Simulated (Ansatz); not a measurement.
Total energies of `F[Si]1(Cl)[O][AlH]1`.

```xyz
6

F    -1.3223    0.8365   -1.5817
Si   -0.2260   -0.0246   -0.8185
Cl    0.9469   -0.7927   -2.3034
O     0.6040    0.8490    0.3149
Al   -0.0644   -0.3357    1.4159
H     0.0618   -0.5324    2.9728
```

The species carries charge 0 and has multiplicity 1. All single points use the PBE0-D4/def2-TZVP geometry. Basis def2-TZVPP, Ansatz.

RPA on PBE orbitals: Hartree–Fock energy of these orbitals -1165.43490 Eh, correlation -1.34540 Eh (frozen core).

```json
{"functional": "HSE06 (plane-wave form)", "energy without D4 (Eh)": "-1167.47352", "D4 term (kJ/mol)": "-13.7"}
{"functional": "ωB97M-V", "energy without D4 (Eh)": "-1167.97049", "D4 term (kJ/mol)": "–"}
```

(1) Give the same for LDA (SPW92), PBE, revPBE, BLYP, r2SCAN, B97M-V, PBE0, B3LYP, r2SCANh, r2SCAN0, BHLYP, CAM-B3LYP, LC-ωPBE, ωB97X-V, B2PLYP, PBE-QIDH. (Best estimate.)

B3LYP takes the VWN-RPA correlation (the form of Gaussian; ORCA's B3LYP/G). HSE06 is the plane-wave form, built on full-range PBE exchange. The double hybrids freeze the cores in their second-order part.

Answers

(1) The calculation gave: 
| functional | energy without D4 (Eh) | D4 term (kJ/mol) |
| --- | --- | --- |
| LDA (SPW92) | -1163.21585 | – |
| PBE | -1167.42001 | -17.0 |
| revPBE | -1167.80060 | -44.2 |
| BLYP | -1168.04926 | -36.9 |
| r2SCAN | -1167.90828 | -3.7 |
| B97M-V | -1167.75769 | – |
| PBE0 | -1167.50054 | -14.5 |
| B3LYP | -1168.11613 | -28.1 |
| r2SCANh | -1167.89156 | -4.1 |
| r2SCAN0 | -1167.86779 | -4.6 |
| BHLYP | -1167.99270 | -24.6 |
| CAM-B3LYP | -1168.04453 | -15.0 |
| LC-ωPBE | -1167.65494 | – |
| ωB97X-V | -1167.84674 | – |
| B2PLYP | -1167.60359 | – |
| PBE-QIDH | -1167.22355 | – |

LC-ωPBE has ω = 0.4 bohr⁻¹.
